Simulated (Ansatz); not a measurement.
Isolated molecules relaxed with PBE0-D4/def2-TZVP in Ansatz; ΔE leaves out vibrations. CBS: MP2 limit from def2 TZ/QZ plus the TZ coupled-cluster correction, frozen cores. This one scheme is used for every species. DFT in def2-TZVPP. B3LYP here is the variant with VWN-RPA as its local correlation; programs differ in this. Each species was taken in one conformer, which may not be the lowest.

Reaction (formal hydrolysis of the Al–C bond): `C[CH](C)[Al]([OH])[N](C)C` + H₂O → `C[N](C)[Al]([OH])[OH]` + `CCC`

```csv
level,ΔE (kJ/mol),difference from CCSD(T)/CBS
LDA (SPW92),-145.3,10.1
BLYP-D4,-154.8,0.6
r2SCAN-D4,-160.9,-5.5
PBE0-D4,-150.1,5.3
B3LYP-D4,-159.2,-3.8
r2SCANh-D4,-161.3,-5.9
BLYP,-169.7,-14.3
r2SCAN,-164.0,-8.6
r2SCANh,-164.6,-9.2
CAM-B3LYP,-173.1,-17.7
RPA@PBE/def2-TZVPP,-154.8,0.6
CCSD/def2-SVP,-164.0,-8.6
CCSD(T)/def2-SVP,-159.5,-4.1
CCSD(T)/def2-TZVPP,-157.5,-2.1
SCS-MP2/def2-QZVPP,-163.9,-8.5
CCSD/CBS(def2),-160.7,-5.3
CCSD(T)/CBS,-155.4,0
```

Largest T1 diagnostic among the species: 0.011.

The D4 term adds +12.5 kJ/mol with B3LYP and +7.7 kJ/mol with PBE0; it sums over pairs of atoms, weighted by their polarisabilities, and B3LYP, whose exchange is more repulsive, gets the larger term. Leaving LDA and LC-ωPBE aside and taking each functional with its dispersion term where it has one, the values, not all of them listed here, spread over 25.5 kJ/mol, from B2PLYP to revPBE-D4. LDA lies +7.7 kJ/mol from PBE without D4.
